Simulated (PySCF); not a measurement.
Compound: C₄H₃ClSSi.
Numbering: `[CH:1]#[C:2][Si@@H:3]1[CH:4]=[C:5]([Cl:6])[S:7]1` (hydrogens: H8 on C1; H9 on Si3; H10 on C4)

Theory: PySCF, PBE0-D3(BJ)/def2-SVP geometry optimisation, gas phase.

(1) Give the optimised bond lengths and angles.

Results:

(1) 
```
  bond  length (Å)   order
 C1≡C2       1.217  triple
C2–Si3       1.821  single
Si3–C4       1.846  single
 C4=C5       1.349  double
C5–Cl6       1.715  single
 C5–S7       1.790  single
Si3–S7       2.189  single
 C1–H8       1.076  single
Si3–H9       1.485  single
C4–H10       1.089  single
```

Orders are formal, as drawn. A selection of angles:
```
     angle  degrees
  C2–C1–H8    179.8
 C1–C2–Si3    179.8
 C2–Si3–C4    117.9
 C2–Si3–S7    113.7
 C2–Si3–H9    110.0
 C4–Si3–S7     81.0
 C4–Si3–H9    118.3
 S7–Si3–H9    113.2
 Si3–C4–C5     93.8
Si3–C4–H10    139.8
 C5–C4–H10    126.3
 C4–C5–Cl6    127.6
  C4–C5–S7    113.3
 Cl6–C5–S7    119.2
 Si3–S7–C5     71.9
```

Dihedral angles: C2–Si3–C4–C5 -113° (anticlinal); Si3–C4–C5–Cl6 -179° (antiperiplanar); C4–C5–S7–Si3 -1° (synperiplanar); C2–Si3–S7–C5 117° (anticlinal).

The 4-membered ring Si3–C4–C5–S7 has internal angles of 71.9° to 113.3° (sum 360°, against 360° for a flat polygon); it is planar, 0.01 Å rms from its mean plane, widest ring torsion 1°. The C–Si distances run from 1.821 Å (C2–Si3, drawn single) to 1.846 Å (Si3–C4, drawn single), a spread of 0.025 Å. The C–C distances run from 1.217 Å (C1≡C2, drawn triple) to 1.349 Å (C4=C5, drawn double), a spread of 0.132 Å. Si3 (SiH silicon) has angles from 81.0° to 118.3°.

Point group: C1 (no symmetry element, even within 0.4 Å). No PBE0-D3(BJ)/def2-SVP frequencies stand behind this structure, so it isn't proved a minimum.
